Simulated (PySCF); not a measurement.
**Structure from 2D NMR**

Compound of formula C3H7B2F3. Correlations simulated from computed shifts and couplings:

HSQC (one-bond C–H):
```csv
δH,δC,"1J(C,H) (Hz)"
3.40,59.7,129
2.12,41.3,124
```

COSY cross peaks (|J| ≥ 2 Hz):
```csv
δH,δH,abs. J (Hz),bonds
7.76,3.40,6.6,3
7.71,3.40,6.8,3
7.71,2.12,2.3,3
```

HMBC (two and three bonds, |J| ≥ 2.5 Hz):
```csv
δH,δC [abs. J in Hz]
7.76,59.7 [4.9]
7.71,"134.7 [3.5], 59.7 [8.1], 41.3 [6.7]"
3.40,41.3 [3.6]
2.12,134.7 [5.5]
```

Carbons without hydrogens: δ 134.7.

PySCF 2.14 calculation with CAM-B3LYP/pcSseg-1 with gauge-including orbitals, structure optimised with PBE0-D3(BJ)/def2-SVP and couplings computed with B3LYP/pcJ-1 (spin–dipole term only in couplings to heteroatoms); rapidly exchanging positions averaged, one computed conformer, isolated molecule, non-relativistic.

Chemical shifts δ = σref − σ; 1H, 13C against TMS, all at this level.

Exchangeable hydrogens are left out of these lists, and C,H couplings along chains are those of one rotamer, so weak HMBC peaks may be missing or extra.

Q: Assemble the structure.

A: `BCBCC(F)(F)F`.

Mapped SMILES: `[BH2:1][CH2:2][BH:3][CH2:4][C:5]([F:6])([F:7])[F:8]`; H(Xn) means a hydrogen on atom n.

- δC 134.7 is C5, a CF3 carbon.
- δC 59.7 is C2, an sp3 CH2 bonded to 2 B (δH 3.40).
- δC 41.3 is C4, an sp3 CH2 bonded to B (δH 2.12).
- HMBC from δH 7.71 reaches the proton-free carbon C5.
- HMBC from δH 2.12 reaches the proton-free carbon C5.
- COSY links 7.76–3.40, 7.71–3.40, 7.71–2.12.

This is the structure that produced the data.

Hydrogens on boron are broadened and split by 11B (spin 3/2, 80 %) and 10B (spin 3). A carbon bonded to boron is broadened by the quadrupolar boron nucleus and is often missing from a measured spectrum. Common functionals overestimate the size of one-bond C–F couplings by tens of Hz; these are unscaled. Shifts are as computed, not scaled to solution data. Of 1309 compounds with measured shifts, 239 miss one by over three times the rms of a fit or turn the order of signals round; such compounds aren't used in these exercises. Vicinal couplings across rotatable single bonds and in flexible rings belong to the one computed conformer; a conformer average would change them.
